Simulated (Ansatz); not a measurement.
Input file for Ansatz (a program for electronic structure): R-CCSD(T)/def2-TZVPP on CH6GeS (SMILES C[S][GeH3]), a point of a torsion scan. The run froze 20 orbitals, filled d shells among them.

Ansatz 0.2 input:
```yaml
crystal:
  periodic: [false, false, false]
  atoms:
    - {symbol: C, position_ang: [1.47749308, -0.07655765, 0.14521844]}
    - {symbol: S, position_ang: [0.99664841, 0.05175823, -1.61352613]}
    - {symbol: Ge, position_ang: [-0.81831418, -1.18501008, -1.55719126]}
    - {symbol: H, position_ang: [1.65257068, -1.11603515, 0.40826921]}
    - {symbol: H, position_ang: [2.39484217, 0.49171237, 0.25366029]}
    - {symbol: H, position_ang: [0.70139797, 0.35007171, 0.77451361]}
    - {symbol: H, position_ang: [-0.49615450, -2.57925398, -1.09181918]}
    - {symbol: H, position_ang: [-1.40384559, -1.23015704, -2.92911800]}
    - {symbol: H, position_ang: [-1.82162338, -0.61519880, -0.59130506]}
basis:
  gaussian:
    orbitals: def2-TZVPP
magnetization: {spin_polarized: false}
correlation: {method: ccsd_t, electrons: outside_noble_gas}
scf: {lower_state_search: off}
```

Program output:

```
WARN ansatz: RAYON_NUM_THREADS=1 ignored (pool sized by the plan → 1); use --threads N
Functional definition: HF
these checks for a lower state are left out or cut short: stability, starts, cluster_reference, orbital_swaps, neighbouring_geometries, increment
integrals: 0.87 GiB planned
1204 factors; integrals over basis functions are off by at most 1.1e-3 eV
mean field: 0.66 GiB planned
mean field evaluation 1: about -68415.8129 eV, gradient 2.1e1 eV
mean field evaluation 2: about -68415.9713 eV, gradient 2.1e1 eV
mean field evaluation 4: about -68417.4887 eV, gradient 3.4e0 eV
mean field evaluation 8: about -68417.5197 eV, gradient 2.0e-1 eV
mean field -68417.51992860 eV, -2514.2974823152 hartree, gradient 1.2e-6 eV, S^2 0.000000; 0 other end points of the search recorded, 0 dependent functions left out
20 core orbitals not correlated
reference -68417.51992860 eV, -2514.2974823152 hartree; 10, 10 occupied and 175, 175 virtual orbitals, 1204 factors
second order -13.09636365 eV of doubles, -0.00000000 eV of singles
coupled cluster: 2.05 GiB planned
cycle   1  -13.98131982 eV  change   -8.8e-1 eV  update   8.0e-2
cycle   2  -14.38862008 eV  change   -4.1e-1 eV  update   2.4e-2
cycle   3  -14.43383920 eV  change   -4.5e-2 eV  update   8.3e-3
cycle   4  -14.43060934 eV  change    3.2e-3 eV  update   2.2e-3
cycle   5  -14.43029734 eV  change    3.1e-4 eV  update   7.1e-4
cycle   6  -14.43016969 eV  change    1.3e-4 eV  update   2.2e-4
cycle   7  -14.43014507 eV  change    2.5e-5 eV  update   7.0e-5
cycle   8  -14.43016181 eV  change   -1.7e-5 eV  update   2.6e-5
cycle   9  -14.43016023 eV  change    1.6e-6 eV  update   7.8e-6
perturbative correction -0.57202357 eV, -0.0210214785 hartree
Total energy: -68432.52211239 eV, -2514.8488024010 hartree
Checks for a lower state left out: stability, starts, cluster_reference, orbital_swaps, neighbouring_geometries, increment
```

The run converged.

Cost: around 2.1 core-minutes (rough).
